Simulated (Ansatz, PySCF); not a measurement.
System: BBr3, net charge 0, singlet state. 
Structure (B3LYP-D3(BJ)/def2-TZVP (Ansatz, a quantum-chemistry and plane-wave program) minimum search):
```
B
Br 1 1.9073
Br 1 1.9073 2 120.00
Br 1 1.9073 2 120.00 3 -180.00
```

Total electronic energies in hartree. Valence correlation only, unless marked. No spin-orbit coupling. The frozen core is the preceding noble-gas configuration, with the filled d and f shells of earlier blocks. Non-relativistic. FCI takes restricted orbitals. CBS marks a two-point X^-3 extrapolation of the correlation energy; Hartree-Fock from the larger set.

```
level                                        program  energy (Eh)
------------------------------------  --------------  -----------
HF/aug-cc-pVDZ                                Ansatz  -7741.95644
HF/aug-cc-pVQZ                                Ansatz  -7742.19296
HF-D3(BJ)/def2-TZVPD                   PySCF + dftd3  -7742.08452
r2SCAN-D4/def2-TZVPD                  Ansatz + dftd4  -7747.37336
PBE0/def2-TZVP                                Ansatz  -7746.50322
PBE0/def2-TZVPD                               Ansatz  -7746.50450
LC-wPBE/def2-TZVPD                            Ansatz  -7746.33664
wB97M-V/def2-TZVPD                            Ansatz  -7746.99352
SCS-MP2/6-31G                                 Ansatz  -7741.08736
SCS-MP2/aug-cc-pVQZ                           Ansatz  -7742.83007
CCSD/cc-pVQZ                                  Ansatz  -7742.86333
CCSD(T)/STO-3G                                Ansatz  -7658.57969
CCSD(T)/aug-cc-pVDZ                           Ansatz  -7742.45396
FCI/STO-3G                                    Ansatz  -7658.58022
CCSD(T)/CBS(aug-cc-pVTZ,aug-cc-pVQZ)          Ansatz   -7742.9415
```

Totals of different functionals don't rank their quality; only differences between species are comparable.
